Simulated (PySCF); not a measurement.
Job for PySCF: R-B3LYP/6-311+G** on CH9NOSi (a complex), monomers drawn apart or pushed together.

```python
from pyscf import gto, scf, dft, mp
from pyscf.data.elements import chemcore

mol = gto.M(
    atom='''
    C     0.23804073   -0.36064253   -0.12008855
    N    -0.26850730    0.97108247    0.23592827
    H    -0.45842737   -1.11575692    0.24455566
    H     1.19231935   -0.52429248    0.38071084
    H     0.38087055   -0.51185249   -1.19491902
    H    -1.16393466    1.14785143   -0.20460522
    H     0.36595924    1.69608732   -0.07860306
    O    -0.49994589    1.02269537    2.83267398
    Si   -0.06257363   -0.35838993    3.58776043
    H    -0.43319946    1.06219376    1.84615460
    H    -0.88098894   -1.52568342    3.15623677
    H    -0.24810527   -0.15933920    5.04205077
    H     1.35970734   -0.71952429    3.33208551
    ''',
    basis='6-311+g**',
    charge=0, spin=0, verbose=3, max_memory=1800)
mf = dft.RKS(mol, xc='b3lyp')
mf.conv_tol = 1e-8
mf.max_cycle = 100
mf.kernel()
if not mf.converged:
    mf = mf.newton().run(mf.mo_coeff, mf.mo_occ)
```

Q: Predict the final total energy.

A: -463.1131 hartree.
